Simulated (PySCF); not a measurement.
# Basis and Hamiltonian dependence of the excitation energy of Ru(2+)

Ru(2+) [Kr] 4d6 (5D) → Ru(2+) [Kr] 4d5 5s1 (7S). All values are computed (PySCF 2.14, energy differences of UHF-based or UKS calculations, no spin-orbit coupling). Values in eV.

```
                                                                               basis    Hamiltonian  functions    UHF    PBE   PBE0  MP2 (valence)  CCSD(T) (valence)  CCSD(T) (valence and next inner shell)
                                                        aug-cc-pVDZ-PP with ECP28MDF            ECP         54  2.596  3.082  3.191          3.041              3.059                                     n/a
                             def2-TZVPPD with the def2 core potential (28 electrons)            ECP         56  2.533  3.039  3.144          3.170              3.180                                   2.897
                                                                        ANO-RCC-VTZP  spin-free X2C         68  2.766  3.424  3.499          3.425              3.429                                   3.211
                                                      aug-cc-pwCVDZ-PP with ECP28MDF            ECP         70  2.464  2.981  3.082          3.013              3.015                                   2.632
                                                                        x2c-TZVPPall  spin-free X2C         79  2.620  3.336  3.395          3.299              3.306                                   3.090
                                                        aug-cc-pVTZ-PP with ECP28MDF            ECP         88  2.436  2.899  3.011          3.075              3.077                                     n/a
                             def2-QZVPPD with the def2 core potential (28 electrons)            ECP         88  2.483  2.938  3.052          3.160              3.161                                     n/a
                   x2c-TZVPPall with one added diffuse shell each of s, p, d, f type  spin-free X2C         95  2.607  3.308  3.370          3.281              3.285                                   3.067
                                                                      aug-cc-pVTZ-DK  spin-free X2C        102  2.521  3.138  3.215          3.162              3.163                                     n/a
aug-cc-pVTZ-PP with one added diffuse shell each of s, p, d, f, g type with ECP28MDF            ECP        113  2.436  2.899  3.011          3.076                n/a                                     n/a
                                                                        x2c-QZVPPall  spin-free X2C        118  2.533  3.167  3.240          3.215                n/a                                     n/a
                                                      aug-cc-pwCVTZ-PP with ECP28MDF            ECP        122  2.448  2.904  3.017          3.156                n/a                                     n/a
```

Frozen in the all-electron rows: valence: [Kr]; valence and next inner shell: [Ar] 3d10; with a core potential, the same shells as far as they lie outside it.
